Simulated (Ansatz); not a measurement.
This geometry of AlClFH3S (7 atoms, charge 0, multiplicity 1) is a first-order saddle point.

The calculation used RHF/def2-SVP in Ansatz.

```xyz
7
Properties=species:S:1:pos:R:3
Al 0.120 -0.405 -0.105
Cl -0.089 0.031 2.241
F 1.635 0.111 -0.519
H -1.155 0.065 -0.869
S 0.198 -2.618 0.631
H -1.106 -2.886 0.493
H 0.029 -1.422 1.914
```

Problem. Which two structures does it join? (They come from a converged band through this point; their orientation in space is the band's.)

Solution. Bonds broken: Al1–Cl2, S5–H7. Bonds formed: Cl2–H7. AlClFH3S becomes AlFH2S + ClH.

Image 0:

```xyz
7
Properties=species:S:1:pos:R:3
Al -0.081 -0.001 0.089
Cl -0.885 0.639 1.948
F 1.580 -0.057 0.023
H -0.892 0.222 -1.226
S -0.249 -2.599 0.428
H -0.836 -2.609 1.628
H 0.997 -2.718 0.897
```

Image 8:

```xyz
7
Properties=species:S:1:pos:R:3
Al 0.046 -0.645 -0.329
Cl 0.143 0.152 2.404
F 1.538 -0.005 -0.646
H -1.248 0.147 -0.696
S 0.045 -2.799 0.127
H -1.285 -2.933 0.138
H 0.394 -1.041 2.788
```

Problem. How far does it lie above each of them?

Solution. 138.6 kJ/mol above the first and 45.2 kJ/mol above the second. This is the barrier of this one path; another mechanism may lie lower. The orbitals stay closed-shell, which can raise the energy where a bond breaks towards radicals; this wasn't checked here.

Run time: 110 s on 1 thread of Arm Neoverse V2, with other jobs on the host, peak memory 0.16 GiB.
